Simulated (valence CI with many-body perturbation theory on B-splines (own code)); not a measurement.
**Ladder of approximations for Bi XLIV**

Computed by configuration interaction combined with many-body perturbation theory (CI+MBPT): four valence electrons over a frozen Dirac-Fock core [Kr], radial functions for each j: 9 s, 9 p, 10 d, 8 f, 5 g, 3 h, 1 i, with the one-electron correlation potential Σ1 (screened to all orders), the two-electron term Σ2, the three-electron term Σ3, Breit, model QED; selected single and double excitations, second order for the rest (own B-spline code, finite nucleus).

No measured spectrum was set against this ion. As an estimate, large intervals hold to a few tenths of a per cent, small ones and those within an open d or f shell to about a per cent. The list stops below the first excitations out of the core. Only levels of the ground parity were solved; by the run's estimate the other parity begins above the list, which can be wrong where configurations are misplaced.

Each rung adds one term. CI alone is the Dirac-Coulomb CI over the frozen core; QED comes last and gives the full result, which names the levels. Energies are above (4d3/2^4) J=0 on the same rung, in cm⁻¹.

Levels are named by their leading jj configuration (3d3/2^4 stands for four electrons in 3d with j = 3/2), which in mixed levels can hold well under half, so a name can repeat and another be missing. Letters in brackets count levels of one name in rising energy.

| Level | CI alone | Σ1 | Σ2 | Σ3 | Breit | QED | Full |
| --- | --- | --- | --- | --- | --- | --- | --- |
| (4d3/2^3 4d5/2) J=1 | 239970 | +1025 | +570 | +720 | -5136 | +695 | 237843 |
| (4d3/2^3 4d5/2) J=4 | 292880 | +1053 | -2510 | -279 | -6781 | +696 | 285059 |
| (4d3/2^3 4d5/2) J=2 | 298992 | +1081 | -1591 | +113 | -5997 | +721 | 293318 |
| (4d3/2^3 4d5/2) J=3 | 312571 | +1079 | -2709 | -334 | -6086 | +712 | 305233 |
| (4d3/2^2 4d5/2^2) J=0 [a] | 513523 | +2039 | +1703 | -6 | -9936 | +1384 | 508706 |
| (4d3/2^2 4d5/2^2) J=2 [a] | 516189 | +2014 | +154 | +608 | -10191 | +1364 | 510139 |
| (4d3/2^2 4d5/2^2) J=4 [a] | 530467 | +2067 | -1009 | +431 | -11633 | +1393 | 521714 |
| (4d3/2^2 4d5/2^2) J=3 [a] | 534859 | +2062 | -1239 | +120 | -10948 | +1391 | 526245 |
| (4d3/2^2 4d5/2^2) J=5 | 555759 | +2086 | -3260 | -110 | -12409 | +1385 | 543451 |
| (4d3/2^2 4d5/2^2) J=6 | 571513 | +2105 | -4492 | -71 | -13529 | +1388 | 556914 |
| (4d3/2^2 4d5/2^2) J=1 | 566811 | +2074 | -1135 | -111 | -10631 | +1397 | 558406 |
| (4d3/2^2 4d5/2^2) J=3 [b] | 582220 | +2059 | -3054 | -500 | -11304 | +1379 | 570800 |
| (4d3/2^2 4d5/2^2) J=4 [b] | 588005 | +2088 | -3253 | -1184 | -12176 | +1394 | 574874 |
| (4d3/2^2 4d5/2^2) J=2 [b] | 590193 | +2081 | -2471 | -390 | -11292 | +1394 | 579515 |
| (4d3/2^2 4d5/2^2) J=2 [c] | 633401 | +2069 | -33 | -907 | -10553 | +1394 | 625372 |
| (4d3/2^2 4d5/2^2) J=4 [c] | 655777 | +2096 | -4199 | -1027 | -11448 | +1402 | 642601 |
| (4d3/2^2 4d5/2^2) J=2 [d] | 699413 | +2124 | -3394 | -1847 | -10680 | +1418 | 687034 |
| (4d3/2^2 4d5/2^2) J=0 [b] | 754657 | +2180 | -1036 | -1979 | -10257 | +1464 | 745030 |
| (4d3/2 4d5/2^3) J=4 [a] | 804756 | +3058 | +401 | -196 | -16264 | +2071 | 793828 |

The middle columns are the shifts that each term adds.

**Question.** How does the ionisation energy move along the ladder, and which term matters most?

**Answer.** CI alone 2187.4, + Σ1 2190.4, + Σ2 2192.9, + Σ3 2192.9, + Breit 2191.2, + QED 2191.4 eV. The largest step is Σ1, 2.9 eV. NIST lists 2190 ± 4 eV (theoretical).
